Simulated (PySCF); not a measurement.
Compound: C₃H₉BO.
Numbering: `[CH3:1][CH2:2][BH:3][O:4][CH3:5]` (hydrogens: H6, H7, H8 on C1; H9, H10 on C2; H11 on B3; H12, H13, H14 on C5)

Geometry (PBE0-D3(BJ)/def2-SVP, Å), atoms numbered from 1 in this order:
```xyz
14
C3H9BO angstrom
C     -2.109    0.560    0.084
C     -0.615    0.321    0.264
B      0.060   -0.592   -0.830
O      1.376   -0.899   -0.824
C      2.267   -0.432    0.156
H     -2.673   -0.384    0.140
H     -2.328    1.003   -0.900
H     -2.521    1.235    0.850
H     -0.410   -0.125    1.257
H     -0.068    1.284    0.292
H     -0.563   -1.077   -1.752
H      3.261   -0.854   -0.050
H      1.959   -0.741    1.169
H      2.346    0.668    0.141
```

Computed with PySCF at CAM-B3LYP/def2-SVPD, non-relativistic, on one gas-phase PBE0-D3(BJ)/def2-SVP geometry that isn't relaxed in the solvent. The solvent is an IEF-PCM continuum (Bondi radii, 1.10 Å for H, scaled by 1.2), and excitations are vertical TDDFT with non-equilibrium linear response and a frozen core. Specific hydrogen bonds and non-electrostatic terms are outside this model.

Gas-phase singlets (H = HOMO, L = LUMO):

```json
{"state": "S1", "E (eV)": "6.338", "λ (nm)": "196", "f": "0.001", "leading configurations": "H→L+1 93%"}
{"state": "S2", "E (eV)": "7.669", "λ (nm)": "162", "f": "0.005", "leading configurations": "H→L 90%"}
{"state": "S3", "E (eV)": "8.311", "λ (nm)": "149", "f": "0.132", "leading configurations": "H-1→L+1 87%"}
{"state": "S4", "E (eV)": "8.402", "λ (nm)": "148", "f": "0.011", "leading configurations": "H-3→L+1 83%"}
{"state": "S5", "E (eV)": "8.443", "λ (nm)": "147", "f": "0.004", "leading configurations": "H→L+3 86%"}
```

**Question.** Give the list for acetonitrile (ε = 35.69), n² = 1.81.

**Answer.** 
```
state  E (eV)  λ (nm)      f  leading configurations  change by rank (eV)
   S1   6.332     196  0.001                 H→L 95%               -0.006
   S2   7.767     160  0.017               H→L+1 89%               +0.098
   S3   8.207     151  0.143               H-1→L 89%               -0.104
   S4   8.384     148  0.006    H→L+2 57%, H→L+3 28%               -0.018
   S5   8.391     148  0.010               H-3→L 82%               -0.052
```

**Question.** The ground-state energy changes by -0.115 eV from gas to acetonitrile. By how much does the total energy of gas-phase S3 change?

**Answer.** E(S3) = E(S0) + excitation energy, so it changes by -0.115 − 0.104 = -0.219 eV: it is lowered more than the ground state, which is what a red shift means. This is the vertical state, with the slow part of the continuum still set for S0.

**Question.** How do the frontier levels move from gas to acetonitrile?

**Answer.** 
```json
{"orbital": "LUMO+2", "gas (eV)": "1.76", "solvent (eV)": "1.93", "change (eV)": "+0.17", "Löwdin shares, gas": "C5 19 %, C1 14 %, B3 8 %, H12 8 %", "Löwdin shares, solvent": "C1 26 %, H8 13 %, O4 11 %, H6 8 %"}
{"orbital": "LUMO+1", "gas (eV)": "1.11", "solvent (eV)": "1.21", "change (eV)": "+0.10", "Löwdin shares, gas": "B3 40 %, O4 22 %, C2 13 %, H11 11 %", "Löwdin shares, solvent": "B3 52 %, O4 9 %, C5 9 %, C1 5 %"}
{"orbital": "LUMO", "gas (eV)": "1.08", "solvent (eV)": "1.12", "change (eV)": "+0.04", "Löwdin shares, gas": "B3 40 %, C5 13 %, H14 6 %, C2 6 %", "Löwdin shares, solvent": "B3 40 %, O4 22 %, C2 12 %, H11 12 %"}
{"orbital": "HOMO", "gas (eV)": "-9.45", "solvent (eV)": "-9.42", "change (eV)": "+0.03", "Löwdin shares, gas": "O4 23 %, C2 22 %, B3 22 %, H11 11 %", "Löwdin shares, solvent": "C2 23 %, O4 22 %, B3 21 %, H11 10 %"}
{"orbital": "HOMO-1", "gas (eV)": "-10.51", "solvent (eV)": "-10.41", "change (eV)": "+0.10", "Löwdin shares, gas": "O4 49 %, C5 15 %, B3 7 %, H14 7 %", "Löwdin shares, solvent": "O4 45 %, C5 16 %, H14 7 %, H13 7 %"}
{"orbital": "HOMO-2", "gas (eV)": "-11.14", "solvent (eV)": "-10.97", "change (eV)": "+0.17", "Löwdin shares, gas": "C1 26 %, C2 20 %, H6 11 %, H7 10 %", "Löwdin shares, solvent": "C1 24 %, C2 20 %, H6 10 %, H7 9 %"}
{"orbital": "HOMO-3", "gas (eV)": "-11.29", "solvent (eV)": "-11.19", "change (eV)": "+0.10", "Löwdin shares, gas": "O4 28 %, C2 12 %, B3 11 %, C5 11 %", "Löwdin shares, solvent": "O4 26 %, C2 13 %, C5 12 %, C1 12 %"}
```

The HOMO–LUMO gap goes from 10.53 to 10.54 eV. Rows go by rank; for LUMO, LUMO+1 and LUMO+2 the atom shares or the degeneracy differ between the runs, so the row needn't follow one orbital.
